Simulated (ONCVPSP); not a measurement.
**What one change does to a pseudopotential (magnesium, ONCV)**

- Element: magnesium (Mg)
- Generator: ONCVPSP 4.0.1
- Type: optimised norm-conserving Vanderbilt (ONCV)
- Functional: LDA (Perdew-Zunger)
- Relativity: scalar-relativistic
- Frozen core: [Ne]
- Valence charge: 2
- Reference configuration: 3s0.5 (charge +1.5)
- Partial waves: 3s: rc 2.20 bohr, ncon 4, nbas 7, qcut 2.4 1/bohr, 2 projectors, debl 2.1 Ha; p scattering state at 0.23 Ha: rc 2.05 bohr, ncon 4, nbas 9, qcut 4 1/bohr, 3 projectors, debl 3.6 Ha; d scattering state at 0.25 Ha: rc 1.80 bohr, ncon 3, nbas 7, qcut 6.3 1/bohr, 1 projector
- Local potential: polynomial inside 1.25 bohr (lpopt 5, dvloc0 0 Ha)
- Core correction: Teter function, fcfact 3.5, rcfact 1.55

In the p channel the program set the typed energies aside and used 0.050, 3.650, 7.250 Ha.

Change: core correction Teter function, fcfact 5, rcfact 1.55.

Cutoffs: the cutoffs (Ha) at which the residual kinetic energy of the hardest occupied pseudo-wave falls to 1 and 0.1 mHa per electron; they do not see the model core or the augmentation charge, which bear on the density cutoff. Errors are all-electron minus pseudo energies relative to the spin-unpolarised reference configuration.

Task: Predict the effect on cutoff, ghosts and configuration errors.

Result: The potential gets neither clearly harder nor softer (9.4 Ha and 22 Ha → 9.4 Ha and 22 Ha); of the 4 tests that both files solve, the error grows in 4 and shrinks in 0 by more than 15 % and 0.3 meV (median size 18.0 → 40.2 meV); neither file shows a bound ghost. A model core, the more so a compact one, raises the density cutoff, which this test does not measure.

```csv
quantity,base,changed
"cutoff, loose",9.4 Ha,9.4 Ha
"cutoff, tight",22 Ha,22 Ha
bound ghosts,none,none
GHOST(+) flags under 300 eV,s at 72.4 eV,s at 72.4 eV
"error for 3s2, meV [ΔE -14.74 eV]",-47,-101
"error for 3s1, meV [ΔE -6.66 eV]",-9.0,-21
"error for 3s1.5, meV [ΔE -11.55 eV]",-27,-60
"error for 3s0 3p2, meV [ΔE -7.47 eV]",-2.4,-19
s: phases at 2.23 bohr within 0.05 rad from the reference energy up to (Ha; the scan ends near 5),2.3,2.3
p: phases at 2.09 bohr within 0.05 rad from the reference energy up to (Ha; the scan ends near 5),to the end of the scan,to the end of the scan
d: phases at 1.83 bohr within 0.05 rad from the reference energy up to (Ha; the scan ends near 5),3.4,3.4
"rms error of d²Exc/dni dnj with the model core, mHa",2.68,10.44
```
